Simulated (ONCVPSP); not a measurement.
# Cutoff test, chromium (Cr), ONCV

ONCVPSP 4.0.1 input, shortened (lines: element, Z, core and valence counts, functional; n l f; lmax; l rc ep ncon nbas qcut; lloc lpopt rc5 dvloc0; l nproj debl; icmod fcfact rcfact), PBEsol, fully relativistic:

```
  Cr 24.00    3    4  -116133      upf
    1    0    2.00
    2    0    2.00
    2    1    6.00
    3    0    2.00
    3    1    6.00
    3    2    5.00
    4    0    1.00
    2
    0    1.70    0.00    3    8    5.80
    1    1.25    0.00    4    8   12.20
    2    1.15    0.00    5   10   12.00
    4    5    1.10    4.00
    0    2    3.10
    1    2    2.40
    2    1    2.40
    0    0.00    0.00
```

Open shells are filled in proportion to 2j + 1.

For each optimised wave give the share of its norm inside rc, the residual kinetic energy above qcut (Ha) and the cutoffs (Ha) for errors of 10, 1, 0.1 and 0.01 mHa per electron.

| wave | norm inside rc | residual KE | 10 mHa | 1 mHa | 0.1 mHa | 0.01 mHa |
| --- | --- | --- | --- | --- | --- | --- |
| 3s | 0.975 | 9.3e-07 | 7.8 | 10.3 | 12.6 | 14.2 |
| 4s | 0.059 | 9.4e-06 | 5.2 | 7.7 | 9.6 | 16.7 |
| 3p j=3/2 | 0.792 | 1.5e-08 | 19.6 | 25.0 | 38.6 | 53.2 |
| p projector 2 j=3/2 | 0.095 | 2.0e-08 | 17.6 | 23.4 | 32.0 | 53.6 |
| 3p j=1/2 | 0.799 | 1.5e-08 | 20.1 | 25.6 | 31.6 | 52.3 |
| p projector 2 j=1/2 | 0.094 | 2.0e-08 | 18.0 | 23.9 | 30.6 | 53.0 |
| 3d j=5/2 | 0.451 | 1.0e-04 | 50.8 | 61.9 | 72.9 | 285.0 |
| 3d j=3/2 | 0.455 | 1.1e-04 | 50.9 | 61.9 | 73.1 | 280.9 |

The occupied waves need 62 Ha and 73 Ha for 1 and 0.1 mHa. 1 of 4 tests not solved or not reliable.
